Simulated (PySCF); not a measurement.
These are PBE-D3(BJ)/def2-TZVP // B3LYP-D3(BJ)/def2-TZVP run with PySCF 2.14.0 values and carry that method's errors. Isolated molecules, 0 K electronic values unless said otherwise. 

Reference species (SMILES): `[F][Sn]([F])([F])[F]` (neutral, multiplicity 1).

The HOMO comes out as -10.24 eV. The HOMO–LUMO gap is 5.47 eV and the S1 oscillator strength is 0.000.

Changed species: `[OH][Sn]([F])([F])[F]` (1 of 4 F replaced by OH; the reference has 0 of 4 F replaced by OH).

### Question
Predict the effect on the HOMO, HOMO–LUMO gap and S1 oscillator strength.

### Answer
the HOMO rises by 1.63 eV, to -8.61 eV; the HOMO–LUMO gap falls by 1.04 eV, to 4.43 eV; the S1 oscillator strength rises by 0.012, to 0.012.
